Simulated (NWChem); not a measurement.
Atomisation of C$_{2}$H$_{3}$ClO$_{2}$Si

```xyz
9

O     -2.4998     1.3112     0.0138
C     -1.4563     0.7486     0.1948
C     -1.1294    -0.6457     0.7818
Si     0.6500    -0.0961     0.5172
Cl     1.7350    -1.0633    -0.9456
O     -0.2019     1.2909    -0.0903
H     -1.4972    -1.4666     0.1343
H     -1.5299    -0.7889     1.8044
H      1.5601     0.2432     1.6480
```
Charge 0, spin multiplicity 1.

Program: NWChem. The geometry was optimised at PBE/def2-SVP, a minimum by its harmonic frequencies. It is one conformer; others weren't searched.

Basis set: def2-SVP. The atomisation energy is electronic alone: no zero-point, thermal, spin-orbit or counterpoise terms. No value is extrapolated to the basis-set limit. Free atoms are single determinants with multiplicities O 3, C 3, Si 3, Cl 2, H 2. Correlated methods freeze the same cores in atoms and molecule, 14 orbitals in all.

Relative cost: rough, from shared machines, SCF included, HF = 1. Costs are the molecule's.

B3LYP has NWChem's definition, with VWN1-RPA local correlation. GW and range-separated runs recompute their integrals, the others keep them in memory, which bears on the times. The structure started from a generated list of species. No SCF solution was tested for a lower state. Open-shell Hartree-Fock references start from PBE0 orbitals; any time given for them includes that run.

| method | atomisation energy (kcal/mol) | relative cost |
|---|---|---|
| HF | 632.0 | 1 |
| PBE0 | 911.1 | under 3 |
| MP2 | 878.1 | under 3 |
| B3LYP | (withheld) | under 3 |
| PBE | (withheld) | under 3 |
| TPSS | 910.3 | 3 |
| LC-wPBE (omega 0.3 per bohr) | (withheld) | 10 |
| CAM-B3LYP | (withheld) | 10 |

Task: Complete the blanks.

Result: 
- B3LYP, atomisation energy (kcal/mol): 896.5
- PBE, atomisation energy (kcal/mol): 941.5
- LC-wPBE (omega 0.3 per bohr), atomisation energy (kcal/mol): 925.4
- CAM-B3LYP, atomisation energy (kcal/mol): 905.5
